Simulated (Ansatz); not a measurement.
**Relaxing a trial structure of AlClGe2H+**

The starting geometry of this gas-phase singlet was optimised with GFN2-xTB.

```xyz
5

Al   -0.3551   -0.2184    0.5926
Cl   -0.1415   -1.8275    1.7405
Ge   -0.3225    0.8820   -1.7164
Ge   -0.9407    2.2443    0.2571
H     0.7982    1.7131   -0.3883
```

Problem. Predict what it relaxes into with PBE0-D3(BJ)/def2-SVP.

Solution. New bonds form, giving a structure with H5 bridging Ge3 and Ge4, given below by its coordinates. Distances that change by over a tenth: Al1–Ge3 (2.56 → 2.97 Å). Contacts that close: Ge3–H5 (1.93 → 1.85 Å), Ge4–H5 (1.93 → 1.75 Å).

The energy falls by 0.21 eV over 12 steps:

```json
{"step": "1", "E − E(last) (eV)": "0.209"}
{"step": "2", "E − E(last) (eV)": "0.101"}
{"step": "3", "E − E(last) (eV)": "0.066"}
{"step": "5", "E − E(last) (eV)": "0.052"}
{"step": "6", "E − E(last) (eV)": "0.023"}
{"step": "7", "E − E(last) (eV)": "0.009"}
{"step": "8", "E − E(last) (eV)": "0.002"}
{"step": "10", "E − E(last) (eV)": "0.000"}
{"step": "11", "E − E(last) (eV)": "0.000"}
{"step": "12", "E − E(last) (eV)": "0.000"}
```

Final geometry (Å):

```yaml
atoms:
  - { symbol: Al, position_ang: [-0.3800, -0.1502, 0.8669] }
  - { symbol: Cl, position_ang: [-0.1480, -1.9754, 1.7575] }
  - { symbol: Ge, position_ang: [-0.2863, 1.0246, -1.8615] }
  - { symbol: Ge, position_ang: [-0.8571, 2.1379, 0.2071] }
  - { symbol: H, position_ang: [0.7097, 1.7566, -0.4846] }
```

Frequencies at the end are all real (lowest 59 cm⁻¹). Run with Ansatz 0.2.0, 2.3 min on 1 thread of Intel(R) Xeon(R) Processor @ 2.50GHz (Skylake/Cascade Lake) (shared host).
